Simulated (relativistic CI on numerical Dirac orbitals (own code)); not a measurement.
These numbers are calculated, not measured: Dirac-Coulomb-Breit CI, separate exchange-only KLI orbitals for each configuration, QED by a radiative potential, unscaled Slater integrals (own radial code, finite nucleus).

Configuration list (outside the closed core 1s2): 2s, 2p, 3s, 3p, 3d, 4s, 4p, 4d, 4f, 5s, 5p, 5d, 5f, 5g, 6s, 6p, 6d. Levels of other configurations are missing.

At this charge energies of transitions that change n are usually good to better than 1 %, and those within a shell (Δn = 0) to a few per cent.

Outline of the computed level scheme of In XLVII. Lowest level of each configuration: 2s ²S1/2 at 0.00 eV; 2p ²P°1/2 at 105.22 eV; 3s ²S1/2 at 4468.29 eV; 3p ²P°1/2 at 4497.36 eV; 3d ²D3/2 at 4579.55 eV; 4s ²S1/2 at 6010.00 eV; 4p ²P°1/2 at 6021.91 eV; 4d ²D3/2 at 6056.46 eV; 4f ²F°5/2 at 6066.10 eV.

Some strong electric-dipole decays among the lowest 15 levels: 3d ²D5/2 → 2p ²P°3/2 (3.2e+14 s⁻¹); 3d ²D3/2 → 2p ²P°1/2 (2.8e+14 s⁻¹); 3p ²P°1/2 → 2s ²S1/2 (1.2e+14 s⁻¹); 3p ²P°3/2 → 2s ²S1/2 (1.0e+14 s⁻¹); 4d ²D5/2 → 2p ²P°3/2 (1.0e+14 s⁻¹); 4d ²D3/2 → 2p ²P°1/2 (9.3e+13 s⁻¹); 4f ²F°7/2 → 3d ²D5/2 (6.7e+13 s⁻¹); 4f ²F°5/2 → 3d ²D3/2 (6.4e+13 s⁻¹).
